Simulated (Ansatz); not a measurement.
`N[SiH2]O[Si](N)(F)F` and `CO[Si](N)(F)F` differ in one atom or group.

Ansatz, PBE0-D4/def2-TZVP geometries, multiplicity 1. Each molecule was computed in one conformer, which needn't be the lowest.

```json
{"property": "HOMO–LUMO gap (B3LYP/def2-TZVPP) / eV", "`N[SiH2]O[Si](N)(F)F`": "7.65"}
{"property": "HOMO–LUMO gap (PBE0/def2-TZVPP) / eV", "`N[SiH2]O[Si](N)(F)F`": "8.23"}
{"property": "LUMO energy (PBE0/def2-TZVPP) / eV", "`N[SiH2]O[Si](N)(F)F`": "0.28"}
{"property": "HOMO energy (ωB97M-V/def2-TZVPP) / eV", "`N[SiH2]O[Si](N)(F)F`": "-10.39"}
{"property": "size of the dipole moment (B3LYP/def2-TZVPP) / D", "`N[SiH2]O[Si](N)(F)F`": "4.52"}
{"property": "size of the dipole moment (ωB97M-V/def2-TZVPP) / D", "`N[SiH2]O[Si](N)(F)F`": "4.50"}
```

Q: What does the change do to each property? (An estimate is asked.)

A: Ansatz gave: 
```csv
property,`CO[Si](N)(F)F`,shift
HOMO–LUMO gap (B3LYP/def2-TZVPP) / eV,8.30,0.65
HOMO–LUMO gap (PBE0/def2-TZVPP) / eV,8.95,0.72
LUMO energy (PBE0/def2-TZVPP) / eV,0.79,0.51
HOMO energy (ωB97M-V/def2-TZVPP) / eV,-10.58,-0.19
size of the dipole moment (B3LYP/def2-TZVPP) / D,1.67,-2.85
size of the dipole moment (ωB97M-V/def2-TZVPP) / D,1.65,-2.85
```

With PBE0 the HOMO falls by 0.21 eV and the LUMO rises by 0.51 eV, so the gap widens by about 0.72 eV. PBE moves the HOMO by -0.21 eV and ωB97M-V by -0.19 eV. Dipoles are sizes alone; their direction can turn.

B3LYP here is the variant with VWN-RPA as its local correlation; programs differ in this.
